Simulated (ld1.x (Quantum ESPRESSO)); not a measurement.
# Te: excitation energies, all-electron against TM semilocal

| Quantity | Value |
| --- | --- |
| Element | tellurium (Te) |
| Generator | ld1.x (Quantum ESPRESSO) 7.5 |
| Type | norm-conserving Troullier–Martins (semilocal form) |
| Functional | PBE |
| Relativity | scalar-relativistic |
| Frozen core | [Kr] 4d10 |
| Valence charge | 6 |
| Reference configuration | 5s2 5p2 (charge +2) |
| Partial waves | 5s (bound): rc 1.80 bohr; 5p (bound): rc 2.00 bohr |
| Local potential | the p channel |
| Core correction | none |

Energies are relative to the spin-unpolarised reference configuration 5s2 5p2; without spin polarisation the order of configurations can differ from experiment.

(1) Give the all-electron excitation energy and the error of the potential for: 5s2 5p4; 5s2 5p3; 5s2 5p1; 5s1 5p4; 5s0 5p6; 5s2 5p4.3; 5s2 5p3.5.

Levels in the configuration 5s2 5p1:

```tsv
level	all-electron (eV)	pseudo (eV)
5s	-42.692	-42.679
5p	-31.607	-31.592
```

Answers

(1)

| valence configuration | charge | ΔE all-electron (eV) | error AE − PS (meV) |
| --- | --- | --- | --- |
| 5s2 5p4 | 0 | -27.653 | +7.5 |
| 5s2 5p3 | +1 | -17.925 | +4.5 |
| 5s2 5p1 | +3 | 26.898 | -3.1 |
| 5s1 5p4 | +1 | -8.082 | +9.1 |
| 5s0 5p6 | 0 | -8.952 | +23 |
| 5s2 5p4.3 | -0.3 | -29.122 | +8.8 |
| 5s2 5p3.5 | +0.5 | -23.756 | +5.9 |
